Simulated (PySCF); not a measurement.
Trend along the fourth-period p block: MI cations

PBE0 with double-zeta basis sets in PySCF, for the lowest determinant that a PBE0 search found; no spin–orbit coupling. De refers to high-spin ground-configuration atoms (the charge goes to the atom of lower measured ionisation energy or higher electron affinity, which is not always the lowest computed limit). A positive dipole points towards I; it is taken about the centre of mass and depends on that origin.

| M | basis | charged atom | state (unpaired electrons) | Re (Å) | ωe (cm⁻¹) | De (eV) | μ (D) |
| --- | --- | --- | --- | --- | --- | --- | --- |
| Ge | def2-SVP | Ge+ | singlet (closed shell) | 2.406 | 307 | 3.89 | -3.65 |
| Se | def2-SVP | Se+ | triplet (π ↑↑) | 2.370 | 320 | 3.15 | -0.79 |
| Br | def2-SVP | I+ | doublet (π ↑) | 2.404 | 309 | 2.63 | 0.79 |

The shortest bond is that of SeI⁺ (2.370 Å), the longest that of GeI⁺ (2.406 Å). GeI⁺ is bound most strongly (3.89 eV) and IBr⁺ least (2.63 eV).

The state changes along the series, so neighbouring rows are not always alike in their bonding.

Spin–orbit coupling is left out, which matters for elements this heavy, above all for dissociation energies. For an ion De counts to the pair picked by the measured ionisation energies or electron affinities, which need not be the lowest pair at this level. States were picked by a PBE0 search and need not be the measured ground states.
